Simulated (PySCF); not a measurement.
SCF from a fresh guess for singlet SiCl4, at the B3LYP minimum. PySCF input:

```python
from pyscf import gto, scf, dft
mol = gto.M(atom='''
Si    -0.000000     0.000000    -0.000000
Cl     1.183120    -1.183120     1.183120
Cl    -1.183120    -1.183120    -1.183120
Cl     1.183120     1.183120    -1.183120
Cl    -1.183120     1.183120     1.183120''',
    basis={'Si': 'def2-SVP', 'Cl': 'def2-SVP'},
    charge=0, spin=0)
mf = dft.RKS(mol, xc='B3LYP')
mf.grids.atom_grid = (50, 194)
aux = {'Si': 'def2-universal-JKFIT', 'Cl': 'def2-universal-JKFIT'}
mf = mf.density_fit(auxbasis=aux)
mf.conv_tol = 1e-08
mf.diis_space = 10
mf.max_cycle = 60
mf.init_guess = 'minao'
mf.verbose = 4
mf.kernel()
```

Excerpt of the output (cycles and frontier levels):

```
init E= -2130.34587820608
  HOMO = -0.363365580190178  LUMO = -0.0574755474925739  gap/eV = 8.32369
cycle= 1 E= -2129.81661042472  delta_E= 0.529  |g|=  0.5  |ddm|= 2.54
  HOMO = -0.322884449763091  LUMO = -0.070119609959983  gap/eV = 6.87808
cycle= 2 E= -2129.72819943821  delta_E= 0.0884  |g|= 0.765  |ddm|= 1.51
  HOMO = -0.327106348873006  LUMO = -0.0262257023402321  gap/eV = 8.18738
cycle= 3 E= -2129.88919524858  delta_E= -0.161  |g|= 0.0473  |ddm|= 0.919
  HOMO = -0.333789209155376  LUMO = -0.0328406248092503  gap/eV = 8.18923
cycle= 4 E= -2129.88973764279  delta_E= -0.000542  |g|= 0.00898  |ddm|= 0.057
  HOMO = -0.33273966728274  LUMO = -0.0310022182819509  gap/eV = 8.21069
cycle= 5 E= -2129.88975882926  delta_E= -2.12e-05  |g|= 0.000441  |ddm|= 0.0111
  HOMO = -0.332789850199785  LUMO = -0.0310676212145311  gap/eV = 8.21028
cycle= 6 E= -2129.88975887544  delta_E= -4.62e-08  |g|= 8.32e-05  |ddm|= 0.000764
  HOMO = -0.332781322787717  LUMO = -0.0310560155298438  gap/eV = 8.21036
cycle= 7 E= -2129.88975887717  delta_E= -1.73e-09  |g|= 1.12e-05  |ddm|= 0.000106
  HOMO = -0.33278216712347  LUMO = -0.0310593023779751  gap/eV = 8.21030
Extra cycle  E= -2129.88975887712  delta_E= 5.09e-11  |g|= 1.62e-05  |ddm|= 3.33e-05
converged SCF energy = -2129.88975887712
```

No lower solution of this spin was found by a stability analysis within the restricted form, which does not test spin polarisation.

The search for the lowest solution, with the stability check, took 7.9 s on 2 threads of a shared Arm Neoverse V1 host, with 90 basis functions; the process peaked at 0.38 GiB.
